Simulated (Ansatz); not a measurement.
`[BH2][SnH]([Cl])[O]C`, relaxed with RKS PBE-D4/def2-SVP in the Gaussian-basis code of Ansatz from a rough embedded geometry. The force threshold is 0.03 eV/Å; the program also tests the step.

The species carries charge 0 and has multiplicity 1. Sn: def2 effective core potential.

Start:

```xyz
11

B    -1.566    1.166    0.772
Sn    0.508    0.504    0.838
Cl    1.796    2.251    1.672
O     1.158    0.098   -1.027
C     0.581   -1.213   -1.334
H    -1.944    2.218    1.094
H    -2.430    0.404    0.350
H     0.673   -0.846    1.865
H     0.876   -1.463   -2.317
H    -0.550   -1.129   -1.316
H     0.897   -1.991   -0.597
```

```csv
step,energy (eV),largest force (eV/Å),largest move (Å)
1,-22194.5193,2.583,0.000
2,-22194.7818,1.264,0.193
3,-22194.8443,0.534,0.099
4,-22194.8718,0.191,0.083
5,-22194.8794,0.074,0.067
6,-22194.8841,0.159,0.157
7,-22194.8852,0.343,0.141
8,-22194.9049,0.122,0.200
9 (rejected),-22194.8463,0.797,0.200
10,-22194.9139,0.062,0.100
11,-22194.9199,0.088,0.100
12,-22194.9221,0.274,0.145
13,-22194.9245,0.205,0.062
14,-22194.9275,0.116,0.024
15,-22194.9288,0.064,0.028
16,-22194.9300,0.042,0.055
17,-22194.9300,0.064,0.009
18,-22194.9304,0.036,0.021
19,-22194.9305,0.017,0.021
```

End:

```xyz
11

B    -1.741    1.348    0.848
Sn    0.273    0.412    1.149
Cl    2.055    1.916    1.646
O     0.355    0.083   -0.859
C     0.650   -1.188   -1.396
H    -1.774    2.447    0.344
H    -2.746    0.700    1.048
H     0.715   -1.066    1.939
H     1.081   -1.053   -2.415
H    -0.259   -1.827   -1.508
H     1.391   -1.771   -0.797
```

It took 49 s on 4 threads of an Arm Neoverse N1 on a shared host, with 0.19 GiB of host memory at the peak.
